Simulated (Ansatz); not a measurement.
Torsional profile of SMILES [SiH3]N([SiH3])[SiH3]. Scanned: dihedral H5–Si1–N2–Si3; all other coordinates were relaxed at B3LYP-D3(BJ)/def2-SVP.

Geometry of the scan point at 0° (Å):
```
13

Si     0.3980     1.4080     0.9024
N      0.0767    -0.0573    -0.0153
Si    -1.4847    -0.2857    -0.7915
Si     1.3212    -1.2907    -0.1653
H     -0.8319     2.2497     0.8369
H      1.5453     2.1722     0.3316
H      0.7084     1.1044     2.3299
H     -1.7509     0.7685    -1.8135
H     -2.5981    -0.2596     0.2011
H     -1.4545    -1.6184    -1.4609
H      1.6861    -1.5300    -1.5921
H      0.8824    -2.5893     0.4241
H      2.5217    -0.7995     0.5716
```

Computed with CCSD(T) on RHF/cc-pVTZ, frozen core // B3LYP-D3(BJ)/def2-SVP in Ansatz (a first-principles code).

Scanned values (°): 0, 15, 30, 45, 60, 75, 90, 105.

Locate the minima and the barriers on this grid.

Lower than their neighbours: 0° (0.00 kJ/mol, end of the scan), 60° (0.00 kJ/mol), 105° (0.41 kJ/mol, end of the scan). Higher than their neighbours: 30° (4.13 kJ/mol), 90° (4.16 kJ/mol). The whole profile spans 4.16 kJ/mol.
